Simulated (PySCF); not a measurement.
PySCF 2.14 output of an unrestricted PBE calculation on a single atom or ion in cc-pVDZ-X2C (8s7p5d3f1g, 84 functions), with the spin-free X2C one-electron Hamiltonian (Gaussian nucleus):

```
SCF conv_tol = 1e-09
number electrons alpha = 35  beta = 30
    J. P. Perdew, K. Burke, and M. Ernzerhof.,  Phys. Rev. Lett. 77, 3865 (1996)
    J. P. Perdew, K. Burke, and M. Ernzerhof.,  Phys. Rev. Lett. 78, 1396 (1997)
    J. P. Perdew, K. Burke, and M. Ernzerhof.,  Phys. Rev. Lett. 77, 3865 (1996)
    J. P. Perdew, K. Burke, and M. Ernzerhof.,  Phys. Rev. Lett. 78, 1396 (1997)
cycle= 1 E= -12614.9659353155  delta_E= -0.00404  |g|= 0.383  |ddm|= 0.315
cycle= 2 E= -12614.9262429273  delta_E= 0.0397  |g|= 0.688  |ddm|= 0.396
cycle= 3 E= -12614.9822180389  delta_E= -0.056  |g|= 0.0122  |ddm|= 0.274
cycle= 4 E= -12614.9822406262  delta_E= -2.26e-05  |g|= 0.000536  |ddm|= 0.00709
cycle= 5 E= -12614.9822407145  delta_E= -8.83e-08  |g|= 4.43e-05  |ddm|= 0.000575
cycle= 6 E= -12614.9822407153  delta_E= -8.06e-10  |g|= 1.92e-05  |ddm|= 0.00013
converged SCF energy = -12614.9822407153  <S^2> = 8.7512521  2S+1 = 6.0004173
```

The run itself started from symmetry-adapted Hartree-Fock orbitals and held the occupation by maximum overlap, on a logarithmic radial grid, so the iterations belong to that start.

Which element, charge and spin multiplicity is this?

Ho²⁺ (holmium, charge +2), multiplicity 6; the state was [Xe] 4f10 5d1, one real determinant (an excited configuration).

⟨L²⟩ = 39.98 against 72 for a pure L term, so this real determinant mixes terms. Spin-orbit coupling, absent here, splits the open shell strongly.
